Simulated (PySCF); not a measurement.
RuF6: Ru(VI) (d2), charge 0. The structure is a PBE0-D3(BJ)/def2-TZVP geometry optimised for multiplicity 3; coordination octahedral, point group Oh, metal–donor distances 1.81 Å.

The d shell alone is too small an active space for RuF6 (an active orbital has only 0.53 squared overlap with the free ion's shell): its levels, fitted parameters, g values and moments show what this model gives and aren't sound predictions.

```
7

Ru    0.000    0.000    0.000
F     0.000    1.807    0.000
F     0.000   -1.807    0.000
F     0.000    0.000    1.807
F     0.000    0.000   -1.807
F     1.807    0.000    0.000
F    -1.807    0.000    0.000
```

Method (PySCF 2.14, density fitting): CASSCF(2,5) with orbitals averaged over all microstates of the shell, strongly contracted NEVPT2 on the averaged canonical orbitals; basis x2c-TZVPall on the metal, x2c-SVPall elsewhere; spin-free X2C; gas phase; spin-orbit coupling by state interaction with the mean-field operator over all roots.

What is the ground state?

3T1g (S = 1, orbital degeneracy 3), with 2.0 electrons in the lower (t2g-type) set and 0.0 in the upper (eg-type) set, by NEVPT2.

Where do the spin-allowed transitions within the shell lie?

By NEVPT2: 3T2g at 39607 cm⁻¹ (252 nm); 3T1g at 43228 cm⁻¹ (231 nm); 3A2g at 79865 cm⁻¹. All are electric-dipole forbidden at this geometry.

Which is the lowest state of another spin?

1Eg at 6695 cm⁻¹ by NEVPT2; CASSCF alone puts it at 10260 cm⁻¹ above the same ground state.

Give the fitted ligand-field and repulsion parameters.

At CASSCF level (the NEVPT2 levels don't fit a ligand-field model well): orbital energies 0, 0, 0, 41466, 41466 cm⁻¹; 10Dq = 41466 cm⁻¹; B = 680 cm⁻¹; C = 2472 cm⁻¹; B over its free-ion value at the same level 0.655; the fit misses the states by 848 cm⁻¹ rms, so splittings below that are unsure; ζ = 1035 cm⁻¹ (free ion 1522).

What are the magnetic parameters?

Degenerate or low-lying orbital states mix with the ground state, so no spin-only Hamiltonian applies. The lowest spin-orbit level is 2-fold; the next lies at 36.6 cm⁻¹. The two lowest states form a pseudo-doublet split by 0.001 cm⁻¹ with g_z = 0.00. μeff is 1.70 μB at 300 K and 0.79 μB at 10 K; the spin-only value is 2.83 μB.

Charge-transfer states lie outside this active space and may come lower than some of these levels. The ground state is orbitally degenerate in this regular structure, which would distort (Jahn–Teller), so its moment is that of the undistorted model. NEVPT2 on the d shell alone tends to put d–d bands too high for such charged or covalently bound ions.

The job took 24 s on one thread of Arm Neoverse N1 (shared host), with 147 basis functions, launched as `OMP_NUM_THREADS=1 python lf_run.py task.json out`.
